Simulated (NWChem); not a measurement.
Correlation energy of CClF

```xyz
3

F      0.2527    -1.4738     0.0000
C     -0.6854    -0.5857     0.0000
Cl     0.1081     0.9870     0.0000
```
Charge 0, spin multiplicity 1.

All runs are NWChem calculations. All single points use one geometry, from B3LYP/def2-SVP, a minimum by its harmonic frequencies.

Basis set: 3-21G. Each correlation energy counts from its own Hartree-Fock reference.

The correlated methods keep 7 core orbitals frozen. The structure started from a generated list of species. Coupled-cluster values serve here as a point of comparison, not as the truth.

For the correlation energy, MP2 gives -243.1 mHa and SCS-MP2 gives -237.9 mHa. What do CR-CCSD[T], CR-CCSD(T), CCSD give?

CR-CCSD[T]: -265.8 mHa; CR-CCSD(T): -264.2 mHa; CCSD: -257.3 mHa.
